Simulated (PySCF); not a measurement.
Gas-phase reaction: 2 SnO₂ + 2 F₂ → Sn₂O₂ + 2 F₂O

Method: PySCF energies plus ideal-gas RRHO corrections (1 bar). † marks an energy on the PBE0/def2-TZVP geometry and frequencies; other levels use their own. CCSD(T) freezes the core. All species are closed-shell singlets. Sn: scalar-relativistic def2 core potential, no spin-orbit coupling. SnO₂, Sn₂O₂: computed as isolated molecules; such fragments, hydroxides, amides, oligomers or adducts are transient or little studied in the gas. CCSD(T) isn't extrapolated to the basis-set limit. Warning, large T1 diagnostic: SnO₂ (CCSD(T)/def2-SVP†).

| level | ΔH°(298 K), kJ |
|---|---|
| CCSD(T)/def2-SVP† | -312 |
| PBE/def2-TZVP† | ? |
| PBE0/def2-QZVP† | ? |
| PBE0/def2-SVP† | -407 |
| PBE0/def2-TZVP | -323 |
| LDA/def2-TZVP† | ? |

Problem. Complete the blanks.

Solution. 
- PBE/def2-TZVP†, ΔH°(298 K), kJ: -270
- PBE0/def2-QZVP†, ΔH°(298 K), kJ: -319
- LDA/def2-TZVP†, ΔH°(298 K), kJ: -349
